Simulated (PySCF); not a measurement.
CH4BBrO2, SMILES COB(Br)O.

Geometry: B3LYP-D3(BJ)/def2-SVP. This is a generated structure with no PubChem entry under its InChIKey; it may be hypothetical. Other conformers were not sampled.

Two levels are set side by side: TDDFT-PBE/def2-SVPD (PySCF) and TDDFT-LC-ωPBE/def2-SVPD (PySCF). Vertical, same geometry. The lowest singlet is HOMO→LUMO 99 % with PBE and HOMO→LUMO 69 %, HOMO→LUMO+1 14 % with the other functional; states are paired by order. Differences are taken from unrounded values.

```tsv
quantity	TDDFT-LC-ωPBE
lowest singlet excitation (eV)	7.97
lowest triplet excitation (TDA) (eV)	7.56
first bright state (f over 0.05) (eV)	7.97
its oscillator strength	0.07
```

**Question.** What does TDDFT-PBE give, and how far is it from TDDFT-LC-ωPBE? (The exact figures need the calculation; the answer reports its results.)

**Answer.** 
```csv
quantity,TDDFT-PBE,TDDFT-PBE minus TDDFT-LC-ωPBE
lowest singlet excitation (eV),6.36,-1.61
lowest triplet excitation (TDA) (eV),6.23,-1.33
first bright state (f over 0.05) (eV),7.20,-0.77
its oscillator strength,0.06,-0.01
```

A lower first singlet is the usual sign of a functional without exact exchange. Differences between two approximate levels are no errors against the true value.

Rough cost on one machine, each run with all the roots and properties that it gave: TDDFT-LC-ωPBE against TDDFT-PBE about 6 times.
